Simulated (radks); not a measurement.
The iridium ion Ir41+, 36 electrons, occupied as [Kr]. All-electron calculation, Dirac Kohn-Sham, PBE, spin-unpolarised, spherical densities, finite nucleus; Fermi nuclear charge, rms radius 5.4032 fm. Program: a radial shooting solver on a logarithmic mesh with Libxc functionals.

Spin-orbit splittings of the eigenvalues, e(l+1/2) - e(l-1/2), with zeta = 2 splitting/(2l+1) and mean radii in bohr:

shell  occ.  splitting (eV)  zeta (eV)  <r> j=l-1/2  <r> j=l+1/2
2p        6            1629       1086      0.06013      0.06842
3p        6               ?          ?       0.1777       0.1921
3d       10           80.18      32.07       0.1672       0.1716
4p        6           116.8      77.87       0.3768       0.3981
4d        0           25.17      10.07       0.3860       0.3920

Estimate the 3p splitting.

Answer. 367.5 eV (zeta = 245.0 eV).
